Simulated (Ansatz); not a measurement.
Reaction (ligand exchange at the Si–C bond): `[SiH3]/C=C/C[SiH3]` + `F[SiH2]N[SiH3]` → `F[SiH2]N([SiH3])[SiH3]` + `C=CC[SiH3]`

Computed with Ansatz on PBE0-D4/def2-TZVP structures; ΔE is electronic, products minus reactants. CBS: MP2 limit from def2 TZ/QZ plus the TZ coupled-cluster correction, frozen cores. This one scheme is used for every species. DFT in def2-TZVPP. B3LYP here is the variant with VWN-RPA as its local correlation; programs differ in this. Each species was taken in one conformer, which may not be the lowest.

`[SiH3]/C=C/C[SiH3]`:

Cartesian coordinates in Å:
```
Si 0.202 -2.704 0.731
C 0.560 -1.115 -0.151
C 0.399 0.082 0.417
C 0.622 1.397 -0.242
Si -1.021 2.196 -0.718
H 1.415 -3.565 0.808
H -0.261 -2.394 2.111
H -0.851 -3.489 0.030
H 0.918 -1.147 -1.180
H 0.037 0.132 1.444
H 1.143 2.088 0.429
H 1.227 1.289 -1.147
H -0.790 3.560 -1.267
H -1.896 2.303 0.479
H -1.705 1.366 -1.743
```

`F[SiH2]N[SiH3]`:

```xyz
10

F    -0.601   -1.712    1.801
Si   -0.581   -1.407    0.229
N     0.570   -0.221   -0.194
Si    0.370    1.500   -0.227
H    -0.230   -2.686   -0.429
H    -1.928   -0.910   -0.119
H     1.510   -0.560   -0.348
H     1.184    2.176    0.818
H    -1.069    1.766    0.015
H     0.774    2.056   -1.546
```

`F[SiH2]N([SiH3])[SiH3]`:

Cartesian coordinates in Å:
```
F -0.794 -2.510 0.719
Si -0.964 -1.381 -0.401
N -0.012 -0.003 -0.041
Si -0.759 1.417 0.643
Si 1.714 -0.006 -0.286
H -0.546 -1.999 -1.677
H -2.388 -0.971 -0.398
H -1.536 2.167 -0.378
H -1.670 1.043 1.754
H 0.331 2.288 1.154
H 2.439 0.095 1.007
H 2.069 -1.283 -0.957
H 2.117 1.141 -1.140
```

`C=CC[SiH3]`:

```xyz
12

C     1.803   -0.618    0.750
C     1.078    0.231    0.032
C    -0.302    0.683    0.362
Si   -1.578   -0.126   -0.768
H     1.433   -1.033    1.682
H     2.791   -0.925    0.431
H     1.494    0.616   -0.898
H    -0.396    1.768    0.246
H    -0.557    0.440    1.398
H    -1.607   -1.593   -0.534
H    -2.932    0.435   -0.509
H    -1.226    0.124   -2.192
```

```
             level  ΔE (kJ/mol)  difference from CCSD(T)/CBS
         r2SCAN-D4        -45.9                          4.2
           ωB97X-V        -47.6                          2.5
           ωB97M-V        -48.7                          1.4
            B2PLYP        -45.5                          4.6
               PBE        -36.3                         13.8
            r2SCAN        -45.2                          4.9
              PBE0        -40.3                          9.8
             B3LYP        -40.9                          9.2
     HF/def2-TZVPP        -50.0                          0.1
   CCSD/def2-TZVPP        -50.1                          0.0
CCSD(T)/def2-TZVPP        -49.8                          0.3
    MP2/def2-QZVPP        -51.4                         -1.3
SCS-MP2/def2-QZVPP        -51.6                         -1.5
      HF/CBS(def2)        -51.2                         -1.1
     MP2/CBS(def2)        -51.1                         -1.0
    CCSD/CBS(def2)        -50.4                         -0.3
       CCSD(T)/CBS        -50.1                            0
```

Largest T1 diagnostic among the species: 0.012.

From PBE to PBE0 (25 % exact exchange), in def2-TZVPP and without D4, ΔE moves by −4.0 kJ/mol. The D4 term adds −7.1 kJ/mol with B3LYP and −3.7 kJ/mol with PBE0; it sums over pairs of atoms, weighted by their polarisabilities, and B3LYP, whose exchange is more repulsive, gets the larger term.
